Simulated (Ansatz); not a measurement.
Relaxation of GeS2 with RKS PBE0-D4/def2-TZVP.

```sh
$ ansatz run in.yaml --threads 4 --pin off --events-out ev --progress --plain --max-ram 3916MiB
```

```yaml
crystal:
  periodic: [false, false, false]
  atoms:
    - {symbol: Ge, position_ang: [-0.450660, -0.518910, -1.041500]}
    - {symbol: S, position_ang: [0.939100, 0.829680, -0.072210]}
    - {symbol: S, position_ang: [-0.488440, -0.310770, 1.113700]}
basis:
  gaussian: {orbitals: def2-TZVP}
hamiltonian: {xc: pbe0, dispersion: d4}
scf: {lower_state_search: "off"}
output: {orbitals: {seedname: orbitals}}
relax: {f_tol: 0.02, max_steps: 100}
```

Hardware: 4 threads of Arm Neoverse V2 on a shared host. Wall time 2.9 s.

Positions (Å) and forces (eV/Å) at steps 1, 2, 3 of 3:

```xyz
3
step=1 energy=-78176.0387 eV
Ge   -0.451   -0.519   -1.042   -0.460   -0.530   -1.063
S     0.939    0.830   -0.072    0.148    0.200    0.600
S    -0.488   -0.311    1.114    0.312    0.330    0.464
3
step=2 energy=-78176.0776 eV
Ge   -0.463   -0.533   -1.069   -0.069   -0.079   -0.159
S     0.937    0.831   -0.052   -0.030   -0.012    0.133
S    -0.475   -0.298    1.121    0.099    0.091    0.026
3
step=3 energy=-78176.0792 eV
Ge   -0.465   -0.536   -1.075   -0.002   -0.003   -0.005
S     0.935    0.829   -0.046    0.003    0.002    0.001
S    -0.470   -0.293    1.121    0.000    0.000    0.004
```

Another isomer (singlet) lies 0.08 eV lower at PBE0-D4/def2-TZVP; other spin states weren't run for this one.
